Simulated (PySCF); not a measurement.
## A small calculation by hand: oscillator strength and radiative lifetime

thionyl fluoride (F2OS), SMILES S(=O)(F)F.

Geometry: PBE0-D3(BJ)/def2-TZVP.

TDDFT-PBE/def2-SVPD (PySCF) puts the first singlet state with f over 0.02 at 6.46 eV (vertical), with the transition dipole (0.000, 0.000, -0.413) in atomic units.

Q: Find the oscillator strength, the wavelength and the radiative lifetime that this transition would have in vacuum if emission retraced absorption.

A: 
|μ|² = 0.1706 au, so |μ| = 1.05 D. ΔE = 6.46/27.211 = 0.2374 hartree. f = (2/3) ΔE |μ|² = 0.027 (the program prints 0.027).
λ = 1239.84/6.46 = 192 nm; ν = 52103 cm⁻¹.
Einstein's coefficient A = 0.6670 ν² f s⁻¹ (ν in cm⁻¹) = 4.9e7 s⁻¹, so τ = 1/A = 20 ns. This state is S1. The figure is the radiative limit of this one transition; relaxation, internal conversion, crossing to triplets and a medium change what is measured.
